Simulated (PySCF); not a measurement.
Species: C2H6FGeO2P.
Numbering: `[F:1][Ge:2]1([PH2:3])[O:4][CH2:5][CH2:6][O:7]1` (hydrogens: H8, H9 on P3; H10, H11 on C5; H12, H13 on C6)

The closed-shell SCF was solved with PySCF and density fitting under several settings on one GFN2-xTB geometry (grid level 2 and gas phase unless stated).

```tsv
settings	basis functions	SCF cycles	E (Eh)	HOMO (eV)	LUMO (eV)	dipole (D)
BLYP/def2-SVPD	219	14	-2747.9288	-6.27	-2.15	2.30
PBE0/6-31G*, IEF-PCM chloroform	132	12	-2747.4940	-7.62	-0.93	2.16
```

Problem. Estimate the row for these settings: PBE0/3-21G, grid level 4.

Solution. 
```csv
settings,basis functions,SCF cycles,E (Eh),HOMO (eV),LUMO (eV),dipole (D)
"PBE0/3-21G, grid level 4",92,12,-2734.2251,-7.39,-1.03,1.12
```

Problem. Over all rows, what range does the HOMO–LUMO gap span?

Solution. From 4.12 eV (BLYP/def2-SVPD) to 6.69 eV (PBE0/6-31G*, IEF-PCM chloroform). The functional of the narrowest has no exact exchange, that of the widest 25 % exact exchange.

Problem. And the dipole moment?

Solution. From 1.12 D (PBE0/3-21G, grid level 4) to 2.30 D (BLYP/def2-SVPD); the largest is 2.05 times the smallest, and the median is 2.16 D.

Cycle counts include a coarse-grid stage where the run had one. All basis functions are spherical, in the Pople sets too. One conformer (not necessarily the lowest) at the GFN2-xTB geometry, without vibrations or thermal averaging.
